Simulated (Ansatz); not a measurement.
BH2 (SMILES [BH2]) moved off its minimum; all values from Ansatz (a quantum-chemistry and plane-wave program), cores frozen in correlated methods. Open shells are unrestricted.
(charge 0, multiplicity 2)
```xyz
3

B     -0.04224     0.18785     0.07734
H     -1.06530    -0.35007    -0.08822
H      1.04212    -0.38696    -0.05547
```

| level | largest force (eV/Å) | on atom | rms difference from CCSD(T)/aug-cc-pVTZ (eV/Å) | dipole (D) |
|---|---|---|---|---|
| HF/def2-TZVPP | 1.53 | B1 | 0.091 | 0.39 |
| PBE/def2-TZVPP | 1.39 | B1 | 0.107 | 0.47 |
| r2SCAN/def2-TZVPP | 1.44 | B1 | 0.005 | 0.41 |
| B3LYP/def2-TZVPP | 1.46 | B1 | 0.044 | 0.44 |
| wB97M-V/def2-TZVPP | 1.49 | B1 | 0.081 | 0.45 |
| MP2/aug-cc-pVTZ | 1.51 | B1 | 0.077 | 0.42 |
| CCSD(T)/aug-cc-pVTZ | 1.45 | B1 | 0.000 | 0.43 |

The differences count from one level among others, with limits of its own. Forces at CCSD(T)/aug-cc-pVTZ (eV/Å):

```tsv
atom	Fx	Fy	Fz
B1	1.352	-0.505	-0.109
H2	-0.653	-0.097	-0.039
H3	-0.699	0.603	0.148
```
